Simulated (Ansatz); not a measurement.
CH2ClFZn, SMILES `[F][Zn][CH2]Cl` at its PBE0-D4/def2-TZVP geometry, where that method's forces vanish. The species carries charge 0 and has multiplicity 1.

```xyz
6

F    -1.5071   -1.0747   -2.3313
Zn   -0.5520   -0.4777   -0.9947
C     0.4775    0.1918    0.4894
Cl   -0.6142    1.0819    1.5967
H     1.2548    0.8861    0.1743
H     0.9411   -0.6074    1.0656
```

Problem. What forces (eV/Å) does r2SCAN-D4/def2-TZVPP give on these atoms in Ansatz? (Estimate.)

Solution. Ansatz gave: 
```
F1   0.087  0.062  0.135
Zn2 -0.008 -0.003 -0.008
C3   0.098 -0.164 -0.241
Cl4 -0.155  0.109  0.129
H5  -0.013 -0.010 -0.002
H6  -0.009  0.006 -0.012
```
